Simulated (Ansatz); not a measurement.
Sn(CF3)H3 (CH3F3Sn). Total charge 0; singlet. Geometry PBE0-D4/def2-SVP, basis def2-TZVP, Ansatz.

```tsv
run	HOMO (eV)	LUMO (eV)
A	-8.81	-0.25
B	-10.21	0.36
C	-10.23	0.53
D	-7.39	-0.98
E	-12.32	2.05
F	-8.41	-0.61
```

In the def2 sets Sn takes a core potential; there is no spin–orbit coupling. HSE06 is defined as in plane-wave codes, on full-range PBE exchange.

**Question.** The runs used BHLYP, CAM-B3LYP, HF, HSE06, PBE, PBE0. Estimate which is which.

**Answer.** A PBE0 (25 % exact exchange); B BHLYP (50 % exact exchange); C CAM-B3LYP (range-separated); D PBE (0 % exact exchange); E HF (100 % exact exchange); F HSE06 (range-separated). Exact exchange lowers occupied and raises empty levels; among semilocal functionals meta-GGAs tend to open the gap a little, and such runs are hard to tell apart. The gap grows from 6.41 eV (PBE) to 14.37 eV (HF).
